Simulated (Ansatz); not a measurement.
Problem. Name a neutral molecule of Al, C, Si and H with size of the dipole moment (B3LYP/def2-TZVPP) between 0.45 and 0.75 D and HOMO energy (ωB97M-V/def2-TZVPP) between -9.40 and -9.10 eV (Ansatz, PBE0-D4/def2-TZVP geometry).

Solution. `C[SiH2][SiH2][AlH2]` (0.69 D, -9.20 eV); `[SiH3][CH2][AlH][SiH3]` (0.65 D, -9.38 eV). Other molecules can fit too; these were computed, each in one conformer that needn't be the lowest.

B3LYP here is the variant with VWN-RPA as its local correlation; programs differ in this.
